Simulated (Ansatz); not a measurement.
Job for Ansatz (an electronic-structure program): R-r2SCAN/def2-TZVPP on HInO (SMILES [OH][In]). Elements past Kr take the def2 small-core potentials; no spin–orbit coupling.

Ansatz 0.2 input:
```yaml
crystal:
  periodic: [false, false, false]
  atoms:
    - {symbol: In, position_ang: [0.32299430, -0.18423987, -1.53152857]}
    - {symbol: O, position_ang: [0.17943937, -0.11752267, 0.49941748]}
    - {symbol: H, position_ang: [-0.50243367, 0.30176254, 1.03211109]}
basis:
  gaussian:
    orbitals: def2-TZVPP
hamiltonian:
  xc: {name: r2SCAN}
scf: {lower_state_search: off}
```

Output:

```
WARN ansatz: RAYON_NUM_THREADS=4 ignored (pool sized by the plan → 4); use --threads N
Functional definition: r2SCAN
these checks for a lower state are left out or cut short: stability, starts, cluster_reference, orbital_swaps, neighbouring_geometries, increment
integrals: 0.02 GiB planned
598 factors; their error is unknown
mean field: 0.27 GiB planned
mean field evaluation 1: about -7231.7763 eV, gradient 6.8e1 eV
mean field evaluation 2: about -7078.4325 eV, gradient 2.0e2 eV
mean field evaluation 4: about -7239.8201 eV, gradient 1.2e1 eV
mean field evaluation 8: about -7240.0424 eV, gradient 1.2e-1 eV
mean field evaluation 16: about -7240.0398 eV, gradient 1.6e-4 eV
mean field -7240.03981533 eV, -266.0665557382 hartree, gradient 1.5e-6 eV, S^2 0.000000; 0 other end points of the search recorded, 0 dependent functions left out
reference -7240.03982835 eV, -266.0665562166 hartree; 15, 15 occupied and 80, 80 virtual orbitals, 598 factors
Total energy: -7240.03982835 eV, -266.0665562166 hartree
Checks for a lower state left out: stability, starts, cluster_reference, orbital_swaps, neighbouring_geometries, increment
```

Self-consistency was reached.

Cost: around 1.5 core-seconds (rough).
